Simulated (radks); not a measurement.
Spherical quantum dot in the effective-mass picture: electrons in a hard-walled sphere of radius 2.41, all in effective atomic units (hartree* = m*/eps^2 hartree, bohr* = eps/m* bohr), one dielectric constant everywhere. Method: non-relativistic Kohn-Sham, LDA (Slater exchange, Perdew-Wang correlation), spin-polarised, spherical densities; computed with a radial shooting solver with Libxc functionals. Levels are named by radial order and angular momentum (1s, 1p, 1d, 2s, ...), and open shells are averaged over m.

N = 23, configuration 1s2 1p6 1d10 1f(up 5, down 0). This is the lowest configuration that the search found. Occupied and some empty levels:

level    occupation  eigenvalue (hartree*)  <r> (bohr*)
1s up             1                 13.307        1.533
1s down           1                 13.393        1.524
1p up             3                 13.828        1.629
1p down           3                 13.923        1.624
1d up             5                 14.670        1.700
1d down           5                 14.770        1.697
1f up             5                 15.790        1.755
1f down           0                 15.894        1.754
2s up             0                 16.078        1.096
2s down           0                 16.117        1.098
1g up             0                 17.166        1.800
1g down           0                 17.272        1.800
2p up             0                 17.653        1.264
2p down           0                 17.703        1.264
2d up             0                 19.484        1.375
2d down           0                 19.544        1.374

Energy (hartree*): total 196.242, kinetic 67.048, external 0, Hartree 144.72, exchange-correlation -15.525.
